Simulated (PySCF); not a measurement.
## What settings do to a single point of [Bi(SiH3)3]2+

The sound run of [Bi(SiH3)3]2+ (singlet) uses PySCF 2.14.0, RKS r2SCAN, Bi def2-SVP with ECP60, Si def2-SVP, H def2-SVP; non-relativistic Hamiltonian with scalar-relativistic core potentials where named; density fitting; no spin-orbit coupling, grid (50, 194), threshold 1e-8 Eh and 55 cycles, at the relaxed geometry:

```xyz
13

Bi    0.0000    0.0000   -0.5380
Si    2.7652    0.0000   -0.6987
H     3.1147   -1.2773   -0.0345
H     2.7819    0.0000   -2.1901
H     3.1147    1.2774   -0.0345
Si   -1.3826    2.3947   -0.6987
H    -0.4511    3.3361   -0.0345
H    -1.3909    2.4092   -2.1901
H    -2.6636    2.0587   -0.0345
Si   -1.3826   -2.3948   -0.6987
H    -2.6635   -2.0587   -0.0345
H    -1.3909   -2.4092   -2.1901
H    -0.4511   -3.3361   -0.0345
```

There Bi1 has a Mulliken charge of 0.49 e and the dipole about the centre of mass is 0.52 D. Each run below changes one thing and starts from free metal ions and neutral atoms unless it says otherwise; with 55 cycles, smearing, a level shift and second-order steps follow where DIIS fails, and their cycles count. Energy shifts count from the sound run.

```tsv
change	outcome	cycles	energy shift (eV)	largest force component (eV/Å)	charge on Bi1 (e)	dipole about the centre of mass (D)
threshold 0.001	converged	4	0.0229	0.12	0.42	0.65
start from a density of up to 30 smeared cycles (not counted)	converged	8	0.0000	0.01	0.49	0.52
```

One further run converged with energy shift (eV) 0.54, largest force component (eV/Å) 1.18, charge on Bi1 (e) 0.49, dipole about the centre of mass (D) 0.53. Which change was it?
A. cycle limit 8
B. all coordinates × 1.05
C. charge changed by +4, spin kept, limit 74 cycles

B.

And the other changes listed?


| change | outcome | cycles | energy shift (eV) | largest force component (eV/Å) | charge on Bi1 (e) | dipole about the centre of mass (D) |
| --- | --- | --- | --- | --- | --- | --- |
| cycle limit 8 | not converged | 8 | – | – | – | – |
| charge changed by +4, spin kept, limit 74 cycles | not converged | 26 | – | – | – | – |

Forces carry noise of the integration grid, about 0.01 to 0.03 eV/Å.

No frequency check is given that shows the relaxed geometry to be a minimum.
